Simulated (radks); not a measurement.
Values are calculated unless marked as measured or tabulated.
All-electron atom: W XXII in [Ar] 3d10 4s2 4p5.5 4d10 4f7.5 (fractional occupations, a model configuration).

Level of theory: Dirac Kohn-Sham, PBEsol, spin-unpolarised, spherical densities, finite nucleus; open shells fill j = l - 1/2 first; Fermi nuclear charge, rms radius 5.3658 fm (a radial shooting solver on a logarithmic mesh with Libxc functionals).

Energy parts (eV):
total: -434693.24
kinetic: 490037.90
electron-nucleus: -1054514.19
Hartree: 137885.94
exchange-correlation: -8102.89

Orbitals (lengths in bohr, moments of r in powers of bohr; <r^-3> diverges for s and p1/2; r(max) is where P^2 peaks):
orbital  occ.  eigenvalue (eV)  <r^-3>   r(max)      <r>
1s1/2       2        -69934.47       -  0.01146  0.01835
2s1/2       2        -12546.19       -  0.06589  0.07697
2p1/2       2        -12027.24       -  0.04896  0.06366
2p3/2       4        -10675.06   16320  0.05580  0.07162
3s1/2       2        -3336.756       -   0.1855   0.2004
3p1/2       2        -3105.087       -   0.1737   0.1904
3p3/2       4        -2812.019    3702   0.1877   0.2050
3d3/2       4        -2420.725   639.7   0.1470   0.1794
3d5/2       6        -2356.975   544.2   0.1509   0.1839
4s1/2       2        -1120.835       -   0.4164   0.4384
4p1/2       2        -1023.575       -   0.4151   0.4407
4p3/2     3.5        -950.1675   936.3   0.4426   0.4693
4d3/2       4        -789.1755   148.0   0.4350   0.4735
4d5/2       6        -774.8122   124.3   0.4432   0.4822
4f5/2       6        -571.1624   27.49   0.3922   0.4814
4f7/2     1.5        -567.8977   26.47   0.3956   0.4853

The highest occupied level is 4f7/2 at -567.90 eV. Summed over all electrons, <r^2> = 7.218 bohr^2, which gives a Langevin (diamagnetic) susceptibility term of -5.72 x 10^-6 cm^3/mol. The electron density at the nucleus is 1.421e+06 e/bohr^3.
